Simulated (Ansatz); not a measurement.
```yaml
crystal:
  periodic: [false, false, false]
  atoms:
    - {symbol: Cl, position_ang: [0.209750, -0.551352, 2.383425]}
    - {symbol: C, position_ang: [-0.459777, -0.331349, 0.532780]}
    - {symbol: C, position_ang: [0.441993, -0.617084, -0.231408]}
    - {symbol: Al, position_ang: [0.189231, 1.408684, -0.762397]}
    - {symbol: Cl, position_ang: [0.673287, 3.071282, -2.128389]}
    - {symbol: O, position_ang: [-0.957113, 1.153439, 0.500605]}
    - {symbol: H, position_ang: [-1.417839, -0.928942, 0.793388]}
    - {symbol: H, position_ang: [1.352078, -1.130442, -0.080413]}
    - {symbol: H, position_ang: [-0.165704, -1.352076, -1.165549]}
basis:
  gaussian: {orbitals: def2-SVPD}
total_charge: 1
magnetization: {spin_polarized: true, initial_magnetization: 1}
hamiltonian: {xc: {name: r2SCAN50}, dispersion: d3bj}
relax: {f_tol: 0.0001, max_steps: 3}
```

```sh
$ ansatz run in.yaml --threads 4 --pin off --events-out ev --progress --plain --max-ram 10444MiB
```

How does Ansatz answer? (An estimate is asked.)

Ansatz gave: The calculation stopped without meeting its thresholds.
```
Warning: the engine holds no damping parameters fitted to this dispersion correction and functional, so the run takes those fitted to r2scan50 beside the three-body term, which d3bj leaves out (hamiltonian.dispersion, under Limitations)
Functional definition: r2SCAN50
1683 factors; integrals over basis functions are off by at most 2.9e-4 eV
mean field evaluation 1: about -35770.5342 eV, gradient 5.1e1 eV
mean field evaluation 2: about -35743.2516 eV, gradient 8.9e1 eV
mean field evaluation 4: about -35781.8557 eV, gradient 5.0e0 eV
mean field evaluation 8: about -35782.0650 eV, gradient 6.4e-1 eV
mean field evaluation 16: about -35782.0869 eV, gradient 1.3e-1 eV
mean field -35782.12189187 eV, -1314.9687255330 hartree, gradient 1.7e-6 eV, S^2 0.770514; 6 other end points of the search recorded, 0 dependent functions left out
reference -35782.12191442 eV, -1314.9687263616 hartree; 35, 34 occupied and 130, 131 virtual orbitals, 1683 factors
relax step   1: F+E_penalty+E_count = -35782.21133405 eV  Δ(F+E_penalty+E_count) = +0.000e0 eV  max|allowed force component| = 1.513e1 eV/Å  Δτ_max = 0.0000 Å  (258 SCF iters, accepted)
1683 factors; integrals over basis functions are off by at most 3.5e-4 eV
mean field -35785.46266410 eV, -1315.0914966478 hartree, gradient 2.6e-5 eV, S^2 0.762235; 0 other end points of the search recorded, 0 dependent functions left out
reference -35785.46268803 eV, -1315.0914975271 hartree; 35, 34 occupied and 130, 131 virtual orbitals, 1683 factors
relax step   2: F+E_penalty+E_count = -35785.55262942 eV  Δ(F+E_penalty+E_count) = -3.341e0 eV  max|allowed force component| = 6.839e0 eV/Å  Δτ_max = 0.1947 Å  (54 SCF iters, accepted)
1683 factors; integrals over basis functions are off by at most 4.5e-4 eV
mean field -35786.33887985 eV, -1315.1236969829 hartree, gradient 3.5e-5 eV, S^2 0.760766; 0 other end points of the search recorded, 0 dependent functions left out
reference -35786.33890480 eV, -1315.1236978997 hartree; 35, 34 occupied and 130, 131 virtual orbitals, 1683 factors
relax step   3: F+E_penalty+E_count = -35786.43060998 eV  Δ(F+E_penalty+E_count) = -8.780e-1 eV  max|allowed force component| = 3.685e0 eV/Å  Δτ_max = 0.1864 Å  (46 SCF iters, accepted)
Error: geometry relaxation did not converge after 3 steps: max|allowed force component| = 3.69e0 eV/Å (threshold 1.0e-4). Raise `relax.max_steps` over both its present limit and 3, loosen `relax.f_tol`, or start from a geometry closer to equilibrium. Where this run's directory can be resumed (`checkpoint.write`), a resume goes on for up to `relax.max_steps` more
```
